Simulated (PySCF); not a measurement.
A structure optimised at PBE-D3(BJ)/def2-SVP, used in a PySCF frequency run:

```
V
O 1 1.5833
O 1 1.5833 2 108.84
Cl 1 2.1884 2 116.09 3 -133.19
```

Task: Write its SMILES, formula and point group.

Result: [O]=[V](=[O])[Cl], ClO₂V, Cs

Task: What are its rotational constants (standard atomic weights)?

Result: 8.6709, 3.0091, 2.3421 GHz
